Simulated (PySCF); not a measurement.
C5H9O (SMILES [CH2]CCC(C)=O), doublet, geometry from GFN2-xTB; PySCF with CAMB3LYP/STO-3G.

Input for PySCF:
```python
from pyscf import gto, scf, dft

mol = gto.M(
    atom='''
C     2.64543748   -0.54977576   -0.15717176
C     1.32187780   -0.05305792   -0.53840797
C     0.30776423   -0.21962833    0.64276578
C    -1.03059009    0.32933299    0.21264321
C    -1.97303878   -0.69254551   -0.37020000
O    -1.30379412    1.50048409    0.30066287
H     3.30631639    0.06327695    0.42450348
H     2.89674422   -1.58530958   -0.28357437
H     0.93332272   -0.60373684   -1.39805257
H     1.35635955    1.01146063   -0.78073310
H     0.23658143   -1.27376742    0.90788636
H     0.68066251    0.35149472    1.49316681
H    -2.83030453   -0.20216272   -0.82332323
H    -1.45897857   -1.30205914   -1.10951311
H    -2.31905440   -1.34902235    0.42656111
''',
    basis='sto-3g',
    spin=1,
    verbose=4,
)

mf = dft.UKS(mol)
mf.xc = 'camb3lyp'
mf.level_shift = 0.3
mf.max_cycle = 100
mf.kernel()
```

What the program printed (banner, timings and long lists left out):

```
PySCF version 2.14.0

[INPUT] verbose = 4
[INPUT] num. atoms = 15
[INPUT] num. electrons = 47
[INPUT] charge = 0
[INPUT] spin (= nelec alpha-beta = 2S) = 1
[INPUT] symmetry False subgroup None
[INPUT] Mole.unit = angstrom
[INPUT] Symbol           X                Y                Z      unit          X                Y                Z       unit  Magmom
[INPUT]  1 C      2.645437480000  -0.549775760000  -0.157171760000 AA    4.999152316860  -1.038925616325  -0.297011580916 Bohr   0.0
[INPUT]  2 C      1.321877800000  -0.053057920000  -0.538407970000 AA    2.497987012143  -0.100264937539  -1.017443606583 Bohr   0.0
[INPUT]  3 C      0.307764230000  -0.219628330000   0.642765780000 AA    0.581590105638  -0.415037392896   1.214651286442 Bohr   0.0
[INPUT]  4 C     -1.030590090000   0.329332990000   0.212643210000 AA   -1.947533016791   0.622349154884   0.401837429148 Bohr   0.0
[INPUT]  5 C     -1.973038780000  -0.692545510000  -0.370200000000 AA   -3.728502927346  -1.308721342697  -0.699576611314 Bohr   0.0
[INPUT]  6 O     -1.303794120000   1.500484090000   0.300662870000 AA   -2.463813809618   2.835503984367   0.568170480126 Bohr   0.0
[INPUT]  7 H      3.306316390000   0.063276950000   0.424503480000 AA    6.248032458261   0.119576105498   0.802195316125 Bohr   0.0
[INPUT]  8 H      2.896744220000  -1.585309580000  -0.283574370000 AA    5.474053228717  -2.995800928849  -0.535877895246 Bohr   0.0
[INPUT]  9 H      0.933322720000  -0.603736840000  -1.398052570000 AA    1.763724326634  -1.140897278910  -2.641936465044 Bohr   0.0
[INPUT] 10 H      1.356359550000   1.011460630000  -0.780733100000 AA    2.563148075938   1.911383576480  -1.475371735383 Bohr   0.0
[INPUT] 11 H      0.236581430000  -1.273767420000   0.907886360000 AA    0.447074108858  -2.407071570194   1.715656572628 Bohr   0.0
[INPUT] 12 H      0.680662510000   0.351494720000   1.493166810000 AA    1.286265727159   0.664228755031   2.821676329190 Bohr   0.0
[INPUT] 13 H     -2.830304530000  -0.202162720000  -0.823323230000 AA   -5.348500410816  -0.382032173397  -1.555855416692 Bohr   0.0
[INPUT] 14 H     -1.458978570000  -1.302059140000  -1.109513110000 AA   -2.757069918910  -2.460535172587  -2.096675909514 Bohr   0.0
[INPUT] 15 H     -2.319054400000  -1.349022350000   0.426561110000 AA   -4.382377683968  -2.549282777417   0.806083673290 Bohr   0.0

nuclear repulsion = 228.851347784002
number of shells = 27
number of NR pGTOs = 117
number of NR cGTOs = 39
basis = sto-3g
ecp = {}

******** <class 'pyscf.dft.uks.UKS'> ********
method = UKS
initial guess = minao
damping factor = 0
level_shift factor = 0.3
DIIS = <class 'pyscf.scf.diis.CDIIS'>
diis_start_cycle = 1
diis_space = 8
diis_damp = 0
SCF conv_tol = 1e-09
SCF conv_tol_grad = None
SCF max_cycles = 100
direct_scf = True
direct_scf_tol = 1e-13
number electrons alpha = 24  beta = 23
XC library pyscf.dft.libxc version 7.1.2
    S. Lehtola, C. Steigemann, M. J. T. Oliveira, and M. A. L. Marques,  SoftwareX 7, 1–5 (2018)
XC functionals = camb3lyp
    T. Yanai, D. P. Tew, and N. C. Handy,  Chem. Phys. Lett. 393, 51 (2004)
radial grids:
    Treutler-Ahlrichs [JCP 102, 346 (1995); DOI:10.1063/1.469408] (M4) radial grids

becke partition: Becke, JCP 88, 2547 (1988); DOI:10.1063/1.454033
pruning grids: <function nwchem_prune>
grids dens level: 3
symmetrized grids: False
atomic radii adjust function: <function treutler_atomic_radii_adjust>
small_rho_cutoff = 0
Set gradient conv threshold to 3.16228e-05
tot grids = 172944
init E= -268.278795701752

cycle= 1 E= -267.2949419837  delta_E= 0.984  |g|= 0.527  |ddm|= 3.38
cycle= 2 E= -267.404467398154  delta_E= -0.11  |g|= 0.475  |ddm|= 1.15
cycle= 3 E= -267.497482680822  delta_E= -0.093  |g|= 0.175  |ddm|= 0.335
cycle= 4 E= -267.513180879173  delta_E= -0.0157  |g|= 0.0456  |ddm|= 0.17
cycle= 5 E= -267.514658959934  delta_E= -0.00148  |g|= 0.0112  |ddm|= 0.06
cycle= 6 E= -267.514850869806  delta_E= -0.000192  |g|= 0.00434  |ddm|= 0.0243
cycle= 7 E= -267.514893845524  delta_E= -4.3e-05  |g|= 0.00214  |ddm|= 0.0119
cycle= 8 E= -267.514905620901  delta_E= -1.18e-05  |g|= 0.00113  |ddm|= 0.00638
cycle= 9 E= -267.514909133416  delta_E= -3.51e-06  |g|= 0.000584  |ddm|= 0.0036
cycle= 10 E= -267.514910233804  delta_E= -1.1e-06  |g|= 0.000325  |ddm|= 0.00211
cycle= 11 E= -267.514910627475  delta_E= -3.94e-07  |g|= 0.000192  |ddm|= 0.00134
cycle= 12 E= -267.514910790823  delta_E= -1.63e-07  |g|= 0.00012  |ddm|= 0.00092
cycle= 13 E= -267.514910872985  delta_E= -8.22e-08  |g|= 6.85e-05  |ddm|= 0.000776
cycle= 14 E= -267.514910901819  delta_E= -2.88e-08  |g|= 3.88e-05  |ddm|= 0.000494
cycle= 15 E= -267.514910910314  delta_E= -8.5e-09  |g|= 2.22e-05  |ddm|= 0.000268
cycle= 16 E= -267.514910912905  delta_E= -2.59e-09  |g|= 1.22e-05  |ddm|= 0.000152
cycle= 17 E= -267.514910913669  delta_E= -7.64e-10  |g|= 6.72e-06  |ddm|= 8.09e-05
Extra cycle  E= -267.514910913835  delta_E= -1.66e-10  |g|= 4.32e-06  |ddm|= 2.67e-05
converged SCF energy = -267.514910913835  <S^2> = 0.75443987  2S+1 = 2.004435
```
